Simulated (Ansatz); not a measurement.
Geometry optimisation, UHF/def2-SVP in Ansatz 0.2.0.

The input (input.yaml):

```yaml
crystal:
  periodic: [false, false, false]
  atoms:
    - { symbol: Si, position_ang: [0.0, 0.0, 0.0] }
    - { symbol: H, position_ang: [0.0, 0.0, 1.71] }
    - { symbol: O, position_ang: [1.5842, 0.0, -0.5594] }
    - { symbol: H, position_ang: [1.9006, -0.9521, -0.6761] }
    - { symbol: O, position_ang: [-0.7913, 1.3709, -0.5594] }
    - { symbol: H, position_ang: [-1.7491, 1.1401, -0.7818] }
    - { symbol: O, position_ang: [-0.7913, -1.3709, -0.5594] }
    - { symbol: H, position_ang: [-1.2459, -1.8365, 0.2129] }
    - { symbol: Cl, position_ang: [0.0, 0.0, 3.38] }
magnetization:
  spin_polarized: true
  initial_magnetization: 1
basis:
  gaussian: { orbitals: def2-SVP }
hamiltonian:
  xc: hf
relax:
  f_tol: 0.15
  max_steps: 25
  restrain:
    - { distance: [1, 8], at: 2.57, k: 30.0 }
    - { distance: [0, 1], at: 1.46, k: 30.0 }
output:
  orbitals: {}
```

Command:

```bash
$ ansatz run input.yaml --threads 2 --pin off --max-ram 3072MiB --backend cpu --events-out ev --progress --plain --runs-dir out
```

Q: Where does it end, and by what steps?

A: The forces met the threshold. The restraints hold the end off the free minimum. After 9 steps the energy has fallen by 1.276 eV (the restraints' own energy left out); H6 moved furthest, 0.77 Å.

```json
{"step": "0", "energy less start (eV)": "0.0000", "largest force component (eV/Å)": "3.408", "accepted": "yes"}
{"step": "1", "energy less start (eV)": "-0.7233", "largest force component (eV/Å)": "2.006", "accepted": "yes"}
{"step": "2", "energy less start (eV)": "-0.9483", "largest force component (eV/Å)": "1.670", "accepted": "yes"}
{"step": "3", "energy less start (eV)": "-1.0809", "largest force component (eV/Å)": "0.480", "accepted": "yes"}
{"step": "4", "energy less start (eV)": "-1.1255", "largest force component (eV/Å)": "1.037", "accepted": "yes"}
{"step": "5", "energy less start (eV)": "-1.1607", "largest force component (eV/Å)": "0.613", "accepted": "yes"}
{"step": "6", "energy less start (eV)": "-1.2234", "largest force component (eV/Å)": "0.763", "accepted": "yes"}
{"step": "7", "energy less start (eV)": "-1.2284", "largest force component (eV/Å)": "0.692", "accepted": "yes"}
{"step": "8", "energy less start (eV)": "-1.2691", "largest force component (eV/Å)": "0.153", "accepted": "yes"}
{"step": "9", "energy less start (eV)": "-1.2762", "largest force component (eV/Å)": "0.146", "accepted": "yes"}
```

```xyz
9
Properties=species:S:1:pos:R:3
Si -0.018 -0.035 0.068
H 0.257 0.184 1.489
O 1.331 0.028 -0.853
H 1.829 -0.761 -0.998
O -1.034 1.164 -0.375
H -1.204 1.324 -1.291
O -0.649 -1.531 -0.173
H -1.410 -1.817 0.306
Cl -0.194 -0.204 3.994
```

Run time: 24 s on 2 threads of Arm Neoverse V2, on a shared host, peak memory 0.27 GiB.
